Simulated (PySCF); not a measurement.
## Spinor energies of Sn(4+) (tin, charge +4)

Start: [Kr] 4d10. Calculated with PySCF 2.14 in x2c-QZVPPall-2c: generalised Hartree-Fock with the X2C-1e Hamiltonian and a Gaussian nucleus; one run each with spin-orbit coupling (SO) switched off, then screened by Boettger's factors.

| spinor shell | electrons | ε, spin-free (eV) | ε, screened SO (eV) | weight of nominal j (screened SO) | rms radius, screened SO (bohr) |
| --- | --- | --- | --- | --- | --- |
| 1s1/2 | 2 | -29390.3 | -29387.9 | 1.000 | 0.0333 |
| 2s1/2 | 2 | -4565.9 | -4565.2 | 1.000 | 0.136 |
| 2p1/2 | 2 | -4096.1 | -4256.3 | 1.000 | 0.118 |
| 2p3/2 | 4 | -4096.1 | -4023.1 | 1.000 | 0.123 |
| 3s1/2 | 2 | -955.14 | -954.94 | 1.000 | 0.361 |
| 3p1/2 | 2 | -797.83 | -828.01 | 1.000 | 0.354 |
| 3p3/2 | 4 | -797.83 | -784.02 | 1.000 | 0.366 |
| 3d3/2 | 4 | -556.43 | -561.70 | 1.000 | 0.339 |
| 3d5/2 | 6 | -556.43 | -552.74 | 1.000 | 0.343 |
| 4s1/2 | 2 | -201.84 | -201.81 | 1.000 | 0.875 |
| 4p1/2 | 2 | -152.11 | -157.61 | 1.000 | 0.927 |
| 4p3/2 | 4 | -152.11 | -149.60 | 1.000 | 0.956 |
| 4d3/2 | 4 | -77.332 | -78.037 | 1.000 | 1.14 |

Where does 4d5/2 lie, and what is the 4d spin-orbit splitting (screened SO)?

At -76.849 eV, 1.187 eV above 4d3/2.

```csv
quantity,spin-free,screened SO
E (hartree),-6169.87997,-6171.35313
M_J,0,0
⟨J²⟩,0.000,0.000
⟨L²⟩,0.000,0.018
⟨S²⟩,0.000,0.018
```

Breit and QED terms are absent; they matter most for the inner s and p1/2 levels.

Densities and radii are taken from the X2C orbitals without a picture-change correction, which distorts them close to the nucleus.

Without spin-orbit coupling the j labels of p, d and f shells carry no meaning; the spin-free column gives the mean over the occupied spinors of each nl shell.
